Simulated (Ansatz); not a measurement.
One change: `N#[C][GaH][Cl]` becomes `N#[C][GaH][F]`.

Ansatz, PBE0-D4/def2-TZVP geometries, multiplicity 1. 

Scalar relativity is left out up to krypton.

```csv
property,`N#[C][GaH][Cl]`
HOMO energy (ωB97M-V/def2-TZVPP) / eV,-11.69
LUMO energy (PBE0/def2-TZVPP) / eV,-2.67
HOMO–LUMO gap (PBE/def2-TZVPP) / eV,4.52
LUMO energy (B3LYP/def2-TZVPP) / eV,-2.93
LUMO energy (ωB97M-V/def2-TZVPP) / eV,-0.85
LUMO energy (PBE/def2-TZVPP) / eV,-3.46
```

(1) What does the change do to each property? (An estimate is asked.)

## Answers

(1) Computed: 
| property | `N#[C][GaH][F]` | shift |
| --- | --- | --- |
| HOMO energy (ωB97M-V/def2-TZVPP) / eV | -12.46 | -0.77 |
| LUMO energy (PBE0/def2-TZVPP) / eV | -2.56 | 0.11 |
| HOMO–LUMO gap (PBE/def2-TZVPP) / eV | 5.12 | 0.60 |
| LUMO energy (B3LYP/def2-TZVPP) / eV | -2.86 | 0.07 |
| LUMO energy (ωB97M-V/def2-TZVPP) / eV | -0.74 | 0.11 |
| LUMO energy (PBE/def2-TZVPP) / eV | -3.38 | 0.08 |

With PBE0 the HOMO falls by 0.72 eV and the LUMO rises by 0.11 eV, so the gap widens by about 0.83 eV. PBE moves the HOMO by -0.52 eV and ωB97M-V by -0.77 eV.

B3LYP here is the variant with VWN-RPA as its local correlation; programs differ in this.
